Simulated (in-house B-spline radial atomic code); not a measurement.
A fraction x of an electron is removed from 3p in Ar, starting from [Ne] 3s2 3p6 and keeping the highest spin. Method: non-relativistic BHandHLYP, spin-polarised, spherical fractional occupations, point nucleus. Calculated with a B-spline radial code for spherical atoms.

Caution: exact exchange at fractional occupations of open shells leaves self-interaction of up to several eV.

| x | E(x) - E(0) (eV) | 3p down level (eV) |
| --- | --- | --- |
| 0 | 0.0000 | -13.546 |
| 0.11 | 1.5423 | -14.499 |
| 0.16 | 2.2782 | -14.937 |
| 0.28 | 4.1343 | -16.000 |
| 0.39 | 5.9486 | -16.988 |
| 0.5 | 7.8722 | -17.989 |
| 0.59 | 9.5285 | -18.817 |
| 0.65 | 10.6742 | -19.374 |
| 0.86 | 14.9494 | -21.350 |
| 0.92 | 16.2475 | -21.922 |
| 1 | 18.0319 | -22.689 |

The exact functional would give a straight line between the two integer points. Deviations E(x) - E(0) - x[E(1) - E(0)], in eV: -0.441 at x = 0.11, -0.607 at x = 0.16, -0.915 at x = 0.28, -1.084 at x = 0.39, -1.144 at x = 0.5, -1.11 at x = 0.59, -1.047 at x = 0.65, -0.558 at x = 0.86, -0.342 at x = 0.92.

The curve lies below the straight line by up to 1.144 eV (at x = 0.5): convex, the delocalisation error, to which spherically averaged exact exchange adds.

How well does Slater's transition state (minus the level at half occupation) give the ionisation energy?

It gives 17.989 eV against 18.032 eV from the two total energies; NIST lists 15.76 eV, ground level to ground level. The end point has an open shell averaged over its orbitals, so its exact exchange keeps a self-interaction and this is no true integer point.
